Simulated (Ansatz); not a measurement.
`CC[Se]C=N` + `FB[SiH3]` → `CC[Se]BF` + `N=C[SiH3]`  (redistribution)

Computed with Ansatz on PBE0-D4/def2-TZVP structures; ΔE is electronic, products minus reactants. CCSD(T)/CBS is the MP2 limit (def2-TZVPP, def2-QZVPP) plus CCSD(T) − MP2 in def2-TZVPP, frozen cores. Functionals use def2-TZVPP. For Se outer-core shells are correlated without core-valence functions, which leaves a few kJ/mol of doubt a bond. Scalar relativity is left out up to krypton. Each species was taken in one conformer, which may not be the lowest.

`CC[Se]C=N`:

```xyz
12

C     1.456    0.459   -0.824
C     0.333   -0.531   -1.042
Se   -0.326   -1.348    0.606
C    -1.407    0.118    1.181
N    -2.035    0.242    2.263
H     1.795    0.865   -1.782
H     1.134    1.295   -0.200
H     2.308   -0.014   -0.333
H     0.649   -1.373   -1.659
H    -0.530   -0.077   -1.534
H    -1.468    0.912    0.431
H    -1.909   -0.549    2.893
```

`FB[SiH3]`:

```xyz
7

F    -1.242   -1.465   -1.052
B    -1.028   -0.603   -0.074
Si    0.726    0.421    0.057
H    -1.926   -0.463    0.714
H     1.311    0.209    1.410
H     0.435    1.876   -0.083
H     1.723    0.026   -0.973
```

`CC[Se]BF`:

Z-matrix (Å, degrees):
```
C
C 1 1.512
H 1 1.091 2 111.1
H 1 1.094 2 110.1 3 -119.6
H 1 1.092 2 111.4 3 120.6
Se 2 1.965 1 113.0 3 -63.2
H 2 1.090 1 111.8 3 179.1
H 2 1.089 1 112.0 3 57.6
B 6 1.919 2 99.9 1 81.3
F 9 1.327 6 121.3 2 1.1
H 9 1.195 6 119.3 2 -179.4
```

`N=C[SiH3]`:

Z-matrix (Å, degrees):
```
Si
C 1 1.889
H 1 1.488 2 108.9
H 1 1.481 2 109.8 3 -121.3
H 1 1.488 2 108.9 3 117.3
N 2 1.269 1 119.7 3 121.5
H 2 1.102 1 118.3 3 -58.6
H 6 1.023 2 111.5 1 180.0
```

```csv
level,ΔE (kcal/mol)
ωB97M-V,-25.5
MP2/def2-TZVPP,-25.7
SCS-MP2/def2-TZVPP,-25.5
HF/def2-QZVPP,-26.6
```

Q: What does CCSD(T)/CBS give? (Best estimate.)

A: Ansatz gave: -25.5 kcal/mol. The listed levels differ from it by 0.0, -0.2, 0.0, -1.1 kcal/mol.

Largest T1 diagnostic among the species: 0.014.

From PBE to PBE0 (25 % exact exchange), in def2-TZVPP and without D4, ΔE moves by −1.9 kcal/mol. In def2-TZVPP, CCSD(T) changes the Hartree–Fock value by +1.7 kcal/mol (the triples alone add +0.4 kcal/mol) and MP2 by +0.9 kcal/mol.
